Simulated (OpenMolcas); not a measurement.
Ionisation energies of osmium

| Quantity | Value |
| --- | --- |
| Program | OpenMolcas |
| Basis | ANO-RCC [11s10p9d8f4g2h] |
| Scalar Hamiltonian | DKH2, point nucleus |
| Spin-orbit coupling | state interaction with AMFI integrals over the reference wave functions, term energies averaged over their components |

Active shells in each charge state: the valence d shell, with orbitals averaged over the low states. Where CASPT2's correlated closed shells are named, they are those of the first ion.

A. CASSCF
B. SS-CASPT2, IPEA 0.25 Eh, imaginary shift 0.1 Eh (closed shells correlated: 5s 5p)
C. SS-CASPT2, IPEA 0 Eh, imaginary shift 0.1 Eh (closed shells correlated: 5s 5p)
D. SS-CASPT2, IPEA 0.25 Eh, imaginary shift 0.1 Eh (closed shells correlated: none)
E. SS-CASPT2, IPEA 0.25 Eh, imaginary shift 0.1 Eh (closed shells correlated: 4f 5s 5p)

Energies in eV between the lowest computed levels, named as in B; reference values from the NIST Atomic Spectra Database with their kind.

```
          From               To        A        B        C        D        E  Spin-orbit share in B                 Reference
  Os2+ 5d⁶ ⁵D₄  Os3+ 5d⁵ ⁶S_5/2   25.266   26.891   26.893   26.684   27.063                 +0.430      25.000 (theoretical)
Os7+ 5d ²D_3/2     Os8+ 5p⁶ ¹S₀  101.040  101.850  101.899  101.040  102.335                 +0.999  102.020 (semi-empirical)
```

The lowest level within the active space need not be the ion's true ground level.
